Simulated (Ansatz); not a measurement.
Task: Predict a relaxed structure of Pt2H4 (the lowest singlet isomer of a short search), charge 0, singlet, at B3LYP-D4/def2-TZVP (Ansatz).

Result: 
| atom | x (Å) | y (Å) | z (Å) |
| --- | --- | --- | --- |
| Pt1 | 0.9049 | 0.6163 | -0.6889 |
| Pt2 | -0.9015 | -0.6155 | 0.6910 |
| H3 | 1.9733 | -0.4607 | -0.7235 |
| H4 | -1.3365 | -0.7370 | 2.1671 |
| H5 | 1.3327 | 0.7386 | -2.1671 |
| H6 | -1.9730 | 0.4583 | 0.7214 |
Point group Ci (tolerance 0.1 Å). This is one stationary point.

In the def2 sets Pt takes a core potential; there is no spin–orbit coupling. The structure comes from a short search, and lower isomers may exist.
